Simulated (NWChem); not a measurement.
System: C₃H₄O₂Si; SMILES C=C1OC(=O)[SiH2]1

```xyz
10

C     -0.6797     2.3038     0.0000
C     -0.2483     1.0466     0.0000
O     -1.1184    -0.0506     0.0000
C     -0.2722    -1.1521     0.0000
O     -0.6543    -2.2726     0.0000
Si     1.3093    -0.0149     0.0000
H     -1.7482     2.5365     0.0000
H      0.0345     3.1283     0.0000
H      2.1529    -0.0245    -1.2272
H      2.1529    -0.0245     1.2272
```
Atoms are numbered in this order, from 1.

Computed with NWChem. Coordinates come from a PBE0/def2-SVP optimisation. B3LYP is NWChem's, with the RPA form of VWN correlation. Atomic charges in e: unrestrained fits to the electrostatic potential beside Mulliken populations; buried atoms are poorly determined by the fit.

**Question.** Predict the results for B3LYP/def2-SVP. Quantities: ESP C1; Mulliken C1; ESP C2; Mulliken C2; ESP O3; Mulliken O3; ESP C4; Mulliken C4; ESP O5; Mulliken O5; relative RMS misfit of the potential (%).

**Answer.** 
* **ESP C1**: -0.45
* **Mulliken C1**: -0.09
* **ESP C2**: 0.14
* **Mulliken C2**: 0.02
* **ESP O3**: -0.25
* **Mulliken O3**: -0.25
* **ESP C4**: 0.44
* **Mulliken C4**: 0.08
* **ESP O5**: -0.42
* **Mulliken O5**: -0.15
* **relative RMS misfit of the potential (%)**: 27
